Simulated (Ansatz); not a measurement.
This geometry of a periodic cell of 63 atoms, Si (host Si, host structure diamond, one Si atom removed), cell charge +2 is a first-order saddle point.

Computed with DFT LDA, scalar-relativistic, plane waves, PAW (Ansatz). Settings: PAW set soft_1, cutoff 420 eV, k mesh 1x1x1, fermi-dirac smearing 0.02 eV, no spin polarisation.

```xyz
63
Lattice="10.8600 0.0000 0.0000 0.0000 10.8600 0.0000 0.0000 0.0000 10.8600" Properties=species:S:1:pos:R:3
Si 5.431 0.004 -0.004
Si 6.792 1.356 1.361
Si 8.178 2.697 0.018
Si 9.592 3.980 1.384
Si 8.142 -0.001 2.718
Si 9.507 1.348 4.083
Si 0.130 -0.028 0.131
Si 2.049 0.691 2.043
Si 2.746 2.568 0.147
Si 4.083 4.070 1.366
Si 5.439 5.428 -0.021
Si 6.772 6.802 1.359
Si 8.149 8.136 -0.019
Si 9.506 9.496 1.368
Si 3.927 1.386 3.929
Si 5.431 2.724 2.711
Si 6.789 4.078 4.098
Si 8.166 5.409 2.718
Si 9.496 6.788 4.096
Si 5.338 0.022 5.339
Si 6.766 1.355 6.767
Si 8.148 2.734 5.440
Si 9.517 4.057 6.821
Si 8.159 -0.004 8.160
Si 9.584 1.332 9.586
Si 0.019 5.392 0.020
Si 1.359 6.781 1.360
Si 2.708 8.146 -0.004
Si 3.937 9.636 1.332
Si 0.142 2.571 2.746
Si 1.365 4.070 4.083
Si 2.716 5.431 2.717
Si 4.058 6.816 4.059
Si 5.345 8.227 2.694
Si 6.753 9.518 4.058
Si -0.004 0.005 5.431
Si 1.360 1.357 6.793
Si 2.710 2.724 5.431
Si 4.096 4.078 6.790
Si 5.420 5.458 5.421
Si 6.789 6.787 6.790
Si 8.115 8.158 5.418
Si 9.497 9.477 6.788
Si 2.717 0.000 8.143
Si 4.084 1.348 9.507
Si 5.439 2.734 8.148
Si 6.819 4.058 9.517
Si 8.147 5.429 8.148
Si 9.519 6.754 9.520
Si -0.004 8.146 2.709
Si 1.332 9.631 3.944
Si -0.023 5.428 5.440
Si 1.357 6.800 6.776
Si 2.693 8.224 5.349
Si 4.057 9.517 6.756
Si 0.018 2.697 8.180
Si 1.383 3.978 9.596
Si 2.716 5.407 8.169
Si 4.094 6.788 9.497
Si 5.418 8.157 8.116
Si 6.788 9.477 9.498
Si -0.021 8.136 8.150
Si 1.366 9.496 9.507
```

Problem. Which two structures does it join? (They come from a converged band through this point; their orientation in space is the band's.)

Solution. Contacts lost: Si7–Si8, Si8–Si9, Si8–Si30. Contacts made: Si8–Si15, Si8–Si29, Si8–Si51. The atom that moves furthest is Si8, by 2.56 Å; four of its nearest neighbours are Si7 2.33, Si30 2.33, Si9 2.33, Si57 3.74 Å at the first end and Si29 2.33, Si51 2.33, Si15 2.33, Si34 3.76 Å at the last.

Initial state:

```xyz
63
Lattice="10.8600 0.0000 0.0000 0.0000 10.8600 0.0000 0.0000 0.0000 10.8600" Properties=species:S:1:pos:R:3
Si 5.434 0.022 0.006
Si 6.802 1.352 1.365
Si 8.148 2.711 0.005
Si 9.506 4.067 1.344
Si 8.147 -0.004 2.722
Si 9.497 1.352 4.076
Si 0.001 -0.030 0.007
Si 1.287 1.425 1.289
Si 2.743 2.709 0.004
Si 4.073 4.078 1.362
Si 5.433 5.425 0.005
Si 6.789 6.786 1.343
Si 8.150 8.141 0.004
Si 9.493 9.501 1.366
Si 4.148 1.426 4.149
Si 5.431 2.710 2.692
Si 6.787 4.067 4.096
Si 8.146 5.425 2.720
Si 9.506 6.784 4.095
Si 5.431 -0.031 5.434
Si 6.788 1.373 6.790
Si 8.149 2.711 5.434
Si 9.504 4.070 6.792
Si 8.148 -0.004 8.148
Si 9.506 1.372 9.508
Si 0.002 5.426 0.005
Si 1.361 6.773 1.364
Si 2.690 8.143 0.006
Si 4.148 9.427 1.290
Si 0.004 2.710 2.746
Si 1.363 4.079 4.074
Si 2.718 5.426 2.718
Si 4.073 6.772 4.075
Si 5.431 8.141 2.746
Si 6.799 9.499 4.076
Si 0.006 0.023 5.434
Si 1.363 1.353 6.803
Si 2.692 2.711 5.433
Si 4.094 4.067 6.793
Si 5.432 5.426 5.436
Si 6.791 6.783 6.794
Si 8.147 8.140 5.434
Si 9.507 9.480 6.789
Si 2.717 -0.005 8.151
Si 4.074 1.350 9.497
Si 5.433 2.710 8.152
Si 6.792 4.070 9.506
Si 8.148 5.426 8.149
Si 9.504 6.782 9.506
Si 0.003 8.142 2.694
Si 1.288 9.424 4.151
Si 0.003 5.425 5.434
Si 1.342 6.784 6.792
Si 2.745 8.140 5.435
Si 4.073 9.500 6.803
Si 0.002 2.711 8.148
Si 1.340 4.067 9.509
Si 2.718 5.426 8.152
Si 4.094 6.786 9.510
Si 5.433 8.141 8.150
Si 6.790 9.480 9.508
Si 0.002 8.141 8.150
Si 1.360 9.500 9.497
```

Final state:

Only the atoms that move by more than 0.05 Å are listed.
```
Si7 -0.051 -0.051 -0.051
Si8 2.766 -0.051 2.766
Si9 2.766 2.766 -0.051
Si15 4.067 1.382 4.067
Si29 4.067 9.508 1.333
Si30 -0.051 2.766 2.766
Si51 1.333 9.508 4.067
```

Problem. How far does it lie above each of them?

Solution. 0.62 eV above the first and 0.62 eV above the second. This is the barrier of this one path; another mechanism may lie lower. Limits of this set-up: coarse k mesh, PAW files made for another functional, no spin, though dangling bonds at a vacancy may carry it, charged cell in a uniform background, uncorrected.

Run time: 3.1 min on 4 threads of Arm Neoverse V2 (shared host), peak memory 2.3 GiB.
